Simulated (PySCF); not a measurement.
fluoromethyl(silyloxy)silane (CH7FOSi2), SMILES O([SiH3])[SiH2]CF.

The structure is a stationary point at B3LYP-D3(BJ)/def2-SVP. Other conformers were not sampled.

Two levels are set side by side: TDDFT-PBE/def2-SVPD (PySCF) and TDDFT-CAM-B3LYP/def2-SVPD (PySCF). Vertical, same geometry. The lowest singlet is HOMO→LUMO 100 % with PBE and HOMO→LUMO 83 % with the other functional; states are paired by order. Differences are taken from unrounded values.

```tsv
quantity	TDDFT-CAM-B3LYP
lowest singlet excitation (eV)	7.10
lowest triplet excitation (TDA) (eV)	6.68
```

Problem. What does TDDFT-PBE give, and how far is it from TDDFT-CAM-B3LYP? (The exact figures need the calculation; the answer reports its results.)

Solution. 
```tsv
quantity	TDDFT-PBE	TDDFT-PBE minus TDDFT-CAM-B3LYP
lowest singlet excitation (eV)	5.88	-1.22
lowest triplet excitation (TDA) (eV)	5.64	-1.05
```

Functionals without exact exchange tend to place singlet excitations lower, as here. Differences between two approximate levels are no errors against the true value.

Rough cost on one machine, each run with all the roots and properties that it gave: TDDFT-CAM-B3LYP against TDDFT-PBE about 7 times.
